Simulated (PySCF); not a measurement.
The multiplicity is imposed and other spin states were not computed.

[Hf(F)3(OH)] (charge 0, multiplicity 1)

Calculation: PBE-D3(BJ)/def2-TZVP // PBE-D3(BJ)/def2-SVP (PySCF).

The HOMO is -8.44 eV, the dipole moment is 2.69 D and the LUMO comes out as -1.36 eV. The HOMO–LUMO gap comes out as 7.08 eV and the charge on the central atom (Mulliken) is 1.52 e. The total energy is -423.5465 Ha and the cost is about 30 core-seconds (a rough figure).

```xyz
6

Hf     0.0240     0.0738    -0.0271
F     -0.9952    -1.3426    -0.8369
F      0.9653     1.0322    -1.4041
F      1.3046    -0.6936     1.1862
O     -1.1444     1.2646     0.9190
H     -1.7315     1.8633     1.3962
```
Charge 0, spin multiplicity 1.
